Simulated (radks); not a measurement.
Results of a calculation; reference values are marked as such.
All-electron atom: the manganese ion Mn7.5+ in [He] 2s1.5 2p6 3s2 3p6 (fractional occupations, a model configuration). Code: a radial shooting solver on a logarithmic mesh with Libxc functionals. Model: Dirac Kohn-Sham, LDA (Slater exchange, Perdew-Wang correlation), spin-unpolarised, spherical densities, finite nucleus; Fermi nuclear charge, rms radius 3.7057 fm. Some entries of the table are withheld. Estimate them.

orbital,occ.,eigenvalue (eV),<r^2> (bohr^2),<1/r> (bohr^-1)
1s1/2,2,-6602.533,0.005003,24.89
2s1/2,1.5,(1),0.09118,(2)
2p1/2,2,-819.4502,(3),5.295
2p3/2,4,-808.8969,(4),5.208
3s1/2,2,(5),0.6937,(6)
3p1/2,2,-200.8150,(7),1.752
3p3/2,4,-199.1128,(8),1.733

Answer. 
(1) 2s1/2 eigenvalue (eV): -923.2181
(2) 2s1/2 <1/r> (bohr^-1): 5.348
(3) 2p1/2 <r^2> (bohr^2): 0.07274
(4) 2p3/2 <r^2> (bohr^2): 0.07434
(5) 3s1/2 eigenvalue (eV): -232.1773
(6) 3s1/2 <1/r> (bohr^-1): 1.834
(7) 3p1/2 <r^2> (bohr^2): 0.7177
(8) 3p3/2 <r^2> (bohr^2): 0.7283
